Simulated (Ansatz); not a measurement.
Relaxed structures of B₂SiNH₅, closed shell (PBE0-D4/def2-TZVP; forces vanish, vibrations not checked; lower isomers may exist, and structures with a doubtful reference or unclear bonds are left out; Å). Ansatz 0.2.0; basis: def2-TZVPP; cores frozen in the correlated methods.

(1) Rank them by CCSD(T) energy, lowest first, and give each one's height above the lowest. Links in brackets join atoms within 1.22 times the sum of their covalent radii (1.1 for two metals). (An estimate is asked for; the value comes from the calculation.)
A.
a complex of B₂SiNH₃ ([BH][N][B][SiH2]) + H₂
```
9
angstrom
B 0.6827 1.5258 -1.4296
N 0.2530 0.4305 -0.9757
B -0.2235 -0.6974 -0.4221
Si -0.7674 -2.4698 -0.0679
H 1.0818 2.5411 -1.8523
H -0.8230 1.4306 2.4602
H -2.2154 -2.3397 0.2852
H -0.0042 -2.8423 1.1638
H -0.8462 0.7714 2.1074
```
B.
B₂SiNH₅ ([BH][N][BH][SiH3])
```
9
angstrom
B 0.6893 1.1537 -2.1465
N 0.6990 0.7779 -0.9520
B 0.6758 0.3366 0.3696
Si -0.7928 -0.8758 1.0618
H 0.6819 1.5061 -3.2631
H 1.5526 0.6885 1.1127
H -1.8017 -1.2338 0.0263
H -0.2020 -2.1379 1.5948
H -1.5022 -0.2152 2.1963
```
C.
B₂SiNH₅ ([BH2][N]1[BH][SiH2]1)
```
9
angstrom
B 0.5607 0.3141 -1.9210
N 0.8197 0.5654 -0.5656
B 0.9425 0.6885 0.7733
Si -0.4060 -0.5837 0.2564
H -0.2700 0.9680 -2.4848
H 1.6069 1.3181 1.5241
H -1.8012 -0.2122 -0.0724
H -0.1176 -2.0008 -0.0624
H 1.1664 -0.5580 -2.4763
```

The T1 diagnostic stays at or below 0.026. The T1 diagnostic is large here, which may signal multireference character or strong orbital relaxation, so CCSD(T) is less sure. The restricted Hartree–Fock reference is unstable towards an unrestricted one at one or more of these structures.

Results:

(1) Computed: B (0.000 eV), C (0.248 eV), A (2.377 eV). Heights count from the lowest.

For scale, one of the runs: CCSD(T)/def2-TZVPP, 205 basis functions, launched by `ansatz run in.yaml --threads 2 --pin off --events-out ev --progress --plain --max-ram 4352MiB`. Hardware: 2 CPU threads of an Arm Neoverse V2, shared host. Wall time 68 s; peak host memory 2.6 GiB.
